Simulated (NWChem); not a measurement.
**Correlation energy of Te**

```xyz
1

Te     0.0000     0.0000     0.0000
```
Charge 0, spin multiplicity 3.

All runs are NWChem calculations.

Basis set: def2-QZVP. Each correlation energy counts from its own Hartree-Fock reference.

Effective core potentials replace the inner electrons of Te; spin-orbit coupling is left out. The correlated methods keep 4 core orbitals frozen. No SCF solution was tested for a lower state. Open-shell Hartree-Fock references start from PBE0 orbitals. Coupled-cluster values serve here as a point of comparison, not as the truth.

```
method           correlation energy (mHa)
---------------  ------------------------
UMP2                                  [?]
SCS-UMP2                              [?]
CCSD on ROHF                       -534.4
CCSD[T] on ROHF                       [?]
CCSD(T) on ROHF                       [?]
```

Fill in the missing entries.


- UMP2, correlation energy (mHa): -564.8
- SCS-UMP2, correlation energy (mHa): -495.0
- CCSD[T] on ROHF, correlation energy (mHa): -545.8
- CCSD(T) on ROHF, correlation energy (mHa): -545.6
